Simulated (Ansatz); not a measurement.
ClH5O2Si2, SMILES `O[SiH](O)[SiH2]Cl`, relaxed with RKS PBE0-D4/def2-TZVP in Ansatz 0.2.0 from a GFN2-xTB geometry. The force threshold is 0.005 eV/Å; the program also tests the step.

Charge 0, multiplicity 1.

Start:

```xyz
10

O     0.240   -0.058   -1.936
Si   -0.248   -0.586   -0.466
O     0.814   -1.742   -0.070
Si    0.048    0.990    1.175
Cl   -1.663    1.261    2.228
H    -0.211    0.641   -2.396
H    -1.587   -1.165   -0.641
H     1.141   -2.352   -0.727
H     0.387    2.328    0.662
H     1.078    0.684    2.172
```

By how much does the energy fall, and how many steps does the optimiser take? (An estimate is asked.)

Computed: 18.70 kJ/mol, in 74 steps, 11 of them rejected.

Which bonds change most? (An estimate is asked.)

Ansatz gave: Si2–Si4 from 2.294 to 2.343 Å; Si4–Cl5 from 2.028 to 2.076 Å; Si2–O3 from 1.619 to 1.645 Å; Si2–H7 from 1.469 to 1.493 Å.

Give the relaxed structure. (Best estimate.)

The calculation gave: 
```xyz
10

O     0.657    0.363   -1.891
Si   -0.172   -0.345   -0.671
O     0.515   -1.807   -0.359
Si    0.019    1.087    1.174
Cl   -0.900    0.071    2.733
H     0.739   -0.109   -2.722
H    -1.608   -0.557   -1.020
H     0.017   -2.432    0.169
H    -0.692    2.380    1.009
H     1.424    1.350    1.577
```
